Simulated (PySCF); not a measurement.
**Electron correlation in Pb- (lead, charge -1)**

[Xe] 4f14 5d10 6s2 6p3, high-spin 4S determinant. All numbers are calculated (PySCF 2.14, scalar relativity through the core potential, in def2-TZVPPD with the def2 core potential (60 electrons)). Frozen: 5s2 5p6 5d10; 5 electrons correlated.

```json
{"level": "CCSD", "correlation energy (mhartree)": "-59.23"}
{"level": "(T)", "correlation energy (mhartree)": "-2.01"}
{"level": "CCSD(T)", "correlation energy (mhartree)": "-61.24"}
```

Diagnostics: T1 = 0.0078, D1 = 0.0188, largest double amplitude 0.035.

Spin-orbit coupling is strong in this species (close to jj coupling), so the high-spin LS determinant is a model state, not a physical level.

Cost of the coupled-cluster step: about 1.8 core-seconds, for 5 correlated electrons.

Spin-orbit coupling is strong in this species, so the high-spin LS determinant is a model state.
